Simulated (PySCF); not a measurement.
## Frontier levels across methods

BH6OPSi.
Z-matrix (Å and degrees, PBE0-D3(BJ)/def2-SVP geometry), rows numbered from 1:
```
B 
P   1  1.8464
Si  2  2.2428  1  107.36
O   3  1.6622  2  111.56  1   166.11
H   1  1.2058  2  120.29  3   142.45
H   1  1.2071  2  118.34  3   -44.44
H   2  1.4187  1  108.18  3  -114.85
H   3  1.4943  2  103.53  1    44.06
H   3  1.4861  2  112.73  1   -76.12
H   4  0.9620  3  116.71  2   -54.39
```

Basis pcSseg-2 throughout (PySCF), one geometry. The structure is a single PBE0-D3(BJ)/def2-SVP conformer in the gas phase; no vibrational or solvent corrections.

Q: How do the orbital energies, the gap and the dipole change with the method?

A: 
```csv
method,kind,HOMO (eV),LUMO (eV),gap (eV),μ (D),SCF cycles
BLYP,GGA,-6.31,-2.52,3.79,0.78,15
B97-D,GGA,-6.41,-2.50,3.90,0.73,15
OPBE,GGA,-6.49,-2.55,3.93,0.75,16
PBE,GGA,-6.50,-2.69,3.81,0.77,15
KT3,GGA,-6.51,-2.59,3.92,0.70,16
KT2,GGA,-6.53,-2.67,3.86,0.68,16
BP86,GGA,-6.58,-2.74,3.84,0.76,15
LDA,LDA,-6.64,-2.92,3.72,0.77,15
B97-2,global hybrid,-7.24,-1.78,5.46,0.59,14
B3LYP,global hybrid,-7.26,-1.98,5.28,0.64,13
PBE0,global hybrid,-7.49,-1.80,5.69,0.59,14
mPW1PW91,global hybrid,-7.50,-1.79,5.71,0.60,14
BHandHLYP,global hybrid,-8.31,-0.81,7.50,0.51,12
CAM-B3LYP,range-separated hybrid,-8.68,-0.73,7.95,0.55,12
wB97X-D,range-separated hybrid,-9.25,0.00,9.25,0.51,14
HF,Hartree–Fock,-9.63,1.43,11.06,0.47,11
LC-wPBE,range-separated hybrid,-9.99,0.35,10.34,0.47,13
```

The HOMO spans 3.68 eV, from BLYP down to LC-wPBE, and the gap runs from 3.72 eV (LDA) to 11.06 eV (HF). Over the methods BLYP (0 %), B97-D (0 %), OPBE (0 %), PBE (0 %), KT3 (0 %), KT2 (0 %), BP86 (0 %), LDA (0 %), B97-2 (21 %), B3LYP (20 %), PBE0 (25 %), mPW1PW91 (25 %), BHandHLYP (50 %), HF (100 %), a straight line through the gap against the share of exact exchange rises by 0.72 eV for each 10 % (correlation coefficient 1.000). The dipole ranges from 0.47 D (HF) to 0.78 D (BLYP). This basis has no diffuse functions.
